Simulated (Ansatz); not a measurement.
```yaml
crystal:
  periodic: [false, false, false]
  atoms:
    - {symbol: C, position_ang: [-2.522631, 0.944186, -3.268529]}
    - {symbol: C, position_ang: [-1.637173, 0.347482, -2.188366]}
    - {symbol: C, position_ang: [-2.280990, 0.392084, -0.810726]}
    - {symbol: C, position_ang: [-1.462534, -0.270296, 0.289421]}
    - {symbol: C, position_ang: [-0.148170, 0.431161, 0.594665]}
    - {symbol: C, position_ang: [0.619605, -0.170186, 1.768357]}
    - {symbol: C, position_ang: [1.200121, -1.553047, 1.462274]}
    - {symbol: C, position_ang: [2.469324, -1.270345, 0.648327]}
    - {symbol: C, position_ang: [2.930002, 0.140605, 1.074967]}
    - {symbol: C, position_ang: [1.884700, 0.627287, 2.089858]}
    - {symbol: H, position_ang: [-3.474158, 0.409090, -3.337857]}
    - {symbol: H, position_ang: [-2.045434, 0.902584, -4.250478]}
    - {symbol: H, position_ang: [-2.751231, 1.992358, -3.054734]}
    - {symbol: H, position_ang: [-0.680385, 0.879277, -2.170006]}
    - {symbol: H, position_ang: [-1.400739, -0.693971, -2.438665]}
    - {symbol: H, position_ang: [-2.478177, 1.437124, -0.538603]}
    - {symbol: H, position_ang: [-3.261960, -0.094432, -0.867420]}
    - {symbol: H, position_ang: [-1.273994, -1.313674, 0.011136]}
    - {symbol: H, position_ang: [-2.060676, -0.306201, 1.207615]}
    - {symbol: H, position_ang: [-0.356979, 1.484900, 0.818637]}
    - {symbol: H, position_ang: [0.490555, 0.434333, -0.295373]}
    - {symbol: H, position_ang: [-0.051278, -0.208540, 2.634048]}
    - {symbol: H, position_ang: [0.502877, -2.214131, 0.943478]}
    - {symbol: H, position_ang: [1.462435, -2.044288, 2.404568]}
    - {symbol: H, position_ang: [3.236380, -2.027329, 0.822614]}
    - {symbol: H, position_ang: [2.250879, -1.293664, -0.422012]}
    - {symbol: H, position_ang: [3.933079, 0.133116, 1.505842]}
    - {symbol: H, position_ang: [2.970011, 0.808612, 0.211464]}
    - {symbol: H, position_ang: [2.211951, 0.388055, 3.106449]}
    - {symbol: H, position_ang: [1.724632, 1.707838, 2.049020]}
basis:
  gaussian: {orbitals: "6-311G**"}
hamiltonian: {xc: {name: revPBE0}}
accuracy: high
```

```sh
$ ansatz run in.yaml --threads 4 --pin off --events-out ev --progress --plain --max-ram 46080MiB --backend cpu
```

Task: How does Ansatz answer? (Best estimate.)

Result: Computed: The program refused the input.
```
Error: <dir> can't be read: No such file or directory (os error 2)
```
